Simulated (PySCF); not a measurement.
**The third ionisation energy along the noble gases**

All values are computed (PySCF 2.14, energy differences of UHF-based or UKS calculations, no spin-orbit coupling). Values in eV. The last column holds reference values (NIST; (s) semi-empirical, (t) theoretical, else measured). Unmarked ones compare directly (S terms, centres of terms, or small fine structure); those marked * lie between the lowest fine-structure levels and include a spin-orbit shift.

```
                          element                         configurations     UHF  MP2 (valence)  SCS-MP2 (valence)  CCSD (valence)  CCSD(T) (valence)             reference
Ne (jorge-DZP-DKH, spin-free X2C)            [He] 2s2 2p4 → [He] 2s2 2p3  62.329         62.858             62.847          62.851             62.860              63.423 *
Ar (jorge-DZP-DKH, spin-free X2C)            [Ne] 3s2 3p4 → [Ne] 3s2 3p3  39.286         39.813             39.843          39.818             39.825  40.735 ± 0.012 (s) *
Kr (jorge-DZP-DKH, spin-free X2C)  [Ar] 3d10 4s2 4p4 → [Ar] 3d10 4s2 4p3  34.148         34.300             34.306          34.307             34.311       35.838 ± 0.02 *
```

"Valence" correlates the outer s and p shells and, in groups 3 to 12 and the f block, the outer d or f shell, open or full, or the next shell where the ion has no valence electron left; the wider scheme adds the next inner shell.
